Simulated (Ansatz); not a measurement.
Reaction (formal hydrolysis of the Al–F bond): `[CH3][Al]([F])[CH2]F` + H₂O → `[CH3][Al]([OH])[CH2]F` + H–F

Gas-phase electronic energies from Ansatz, PBE0-D4/def2-TZVP geometries. CBS: MP2 limit from def2 TZ/QZ plus the TZ coupled-cluster correction, frozen cores. This one scheme is used for every species. DFT in def2-TZVPP. B3LYP here is the variant with VWN-RPA as its local correlation; programs differ in this. Each species was taken in one conformer, which may not be the lowest.

| level | ΔE (kcal/mol) |
| --- | --- |
| PBE-D4 | 12.4 |
| B3LYP-D4 | 12.8 |
| B2PLYP | 12.9 |
| SCS-MP2/def2-TZVPP | 12.3 |
| MP2/def2-QZVPP | 12.2 |
| SCS-MP2/def2-QZVPP | 12.7 |
| MP2/CBS(def2) | 12.3 |
| CCSD/CBS(def2) | 12.9 |

Question: What does CCSD(T)/CBS give? (An estimate is asked.)

Answer: Ansatz gave: +12.6 kcal/mol. The listed levels differ from it by -0.2, 0.2, 0.3, -0.3, -0.4, 0.1, -0.3, 0.3 kcal/mol.

Largest T1 diagnostic among the species: 0.012.

In def2-TZVPP, CCSD(T) changes the Hartree–Fock value by −1.8 kcal/mol (the triples alone add −0.3 kcal/mol) and MP2 by −2.1 kcal/mol.
